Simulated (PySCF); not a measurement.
ReCl4, SMILES [Cl][Re]([Cl])([Cl])[Cl] (connectivity only; charge and spin as stated), neutral, multiplicity 4.

Geometry: B3LYP-D3(BJ)/def2-SVP. The multiplicity is an assumed one; other spin states were not compared. The def2 effective core potentials stand for the cores of Re; spin–orbit coupling is left out.

Two levels are set side by side: PBE/def2-TZVP (PySCF) and PBE0/def2-TZVP (PySCF). Same geometry, gas phase. Differences are taken from unrounded values.

```csv
quantity,PBE
α-spin orbital gap (eV),1.02
β-spin orbital gap (eV),3.27
mean polarisability (bohr³),98.7
```

### Question
These are the PBE values. What does PBE0 give? (Estimate from the structure and the level; the computed values follow.)

### Answer

```
quantity                     PBE0  PBE minus PBE0
---------------------------  ----  --------------
α-spin orbital gap (eV)      3.17           -2.15
β-spin orbital gap (eV)      5.43           -2.16
mean polarisability (bohr³)  94.7             4.0
```

PBE's more diffuse valence density responds more strongly to a field. Differences between two approximate levels are no errors against the true value.

Rough cost on one machine, each run with all the roots and properties that it gave: PBE0 against PBE within a factor of 2.
